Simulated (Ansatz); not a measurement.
## Abstraction of Br: C2HBrF2 + C2H2F → C2HF2 + C2H2BrF

Species: C2HBrF2 `F/C=C(\F)Br`, singlet; C2H2F `C=[C]F`, doublet; C2HF2 `F/[C]=C\F`, doublet; C2H2BrF `C=C(F)Br`, singlet. A radical takes Br: the energy is the difference in strength between two C–Br bonds in different surroundings.

Shapes, held fixed at every level: PBE0-D4/def2-TZVP. Programs: Ansatz 0.2.0. Electronic energies: no zero-point or thermal term.

| level | kind | ΔE (kJ/mol) | CPU time (sum over the molecules) |
| --- | --- | --- | --- |
| HF/def2-TZVPP | Hartree–Fock | +3.5 | – |
| PBE-D4/def2-TZVPP | GGA | +5.1 | 24 s |
| B3LYP-D4/def2-TZVPP | global hybrid | +5.0 | 37 s |
| PBE0-D4/def2-TZVPP | global hybrid | +5.7 | 30 s |
| wB97M-V/def2-TZVPP | range-separated hybrid | +5.5 | 1.7 min |
| wB97X-V/def2-TZVPP | range-separated hybrid | +5.9 | 74 s |
| B2PLYP/def2-TZVPP | double hybrid | +5.4 | 58 s |

B2PLYP/def2-TZVPP gives ΔE = +5.4 kJ/mol; the levels span +3.5 to +5.9. The median of the levels is +5.4. No measured value is set beside it here. Spin contamination: C2H2F (⟨S²⟩ up to 0.93), C2HF2 (⟨S²⟩ up to 0.94). Open shells run unrestricted unless RO is named. Relativity is left out for Br unless named. Correlated rows may include outer-core shells of Br, which these sets cover unevenly. Times are processor times on shared x86 and Arm servers, and rough.
